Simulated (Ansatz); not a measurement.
Gas-phase reaction in SMILES: N[Si]([NH-])(C)C → [CH2-][Si](C)(N)N

Wanted: isomerisation energy (electronic), in kcal/mol. Conventions: frozen cores in correlated levels; spin-orbit terms left out; dispersion terms only where a functional's name holds one; non-relativistic. CBS(X,Y): correlation extrapolated as X^-3; Hartree-Fock from the larger set. [CCSD(T)-MP2]/basis is that difference in the basis named. Ab initio and DFT rows: single points at B3LYP-D3(BJ) geometries (Ansatz, an electronic-structure program). Anions need diffuse functions, which STO-3G, LANL2DZ, def2-SVP, cc-pVDZ and Pople sets without + lack.

| species | coefficient | E at HF/3-21G (Ansatz), Eh | E at PBE/def2-TZVPD (Ansatz), Eh |
|---|---|---|---|
| C[Si](C)([NH-])N | -1 | -476.23450 | -480.38973 |
| [CH2-][Si](C)(N)N | +1 | -476.22132 | -480.37058 |

Coupled cluster (Ansatz) is a level with limits of its own, used here on species with T1 under 0.025 (0.045 for open shells) and stable references: RI-MP2/CBS(aug-cc-pV(T+d)Z,aug-cc-pV(Q+d)Z)+[CCSD(T)-MP2]/aug-cc-pV(T+d)Z. Value to compare with, RI-MP2/CBS(aug-cc-pV(T+d)Z,aug-cc-pV(Q+d)Z)+[CCSD(T)-MP2]/aug-cc-pV(T+d)Z (Ansatz): 11.6 kcal/mol. 1 Eh = 627.5095 kcal/mol.

Question: Compute it at each level from the table, and compare with RI-MP2/CBS(aug-cc-pV(T+d)Z,aug-cc-pV(Q+d)Z)+[CCSD(T)-MP2]/aug-cc-pV(T+d)Z (Ansatz).

Answer: 
- HF/3-21G: the sum of coefficient times E is 0.01318 Eh, or 8.27 kcal/mol. Result: 8.3 kcal/mol. Its difference against RI-MP2/CBS(aug-cc-pV(T+d)Z,aug-cc-pV(Q+d)Z)+[CCSD(T)-MP2]/aug-cc-pV(T+d)Z (Ansatz) is -3.3 kcal/mol.
- PBE/def2-TZVPD: the sum of coefficient times E is 0.01915 Eh, or 12.02 kcal/mol. Result: 12.0 kcal/mol. Its difference against RI-MP2/CBS(aug-cc-pV(T+d)Z,aug-cc-pV(Q+d)Z)+[CCSD(T)-MP2]/aug-cc-pV(T+d)Z (Ansatz) is 0.4 kcal/mol.
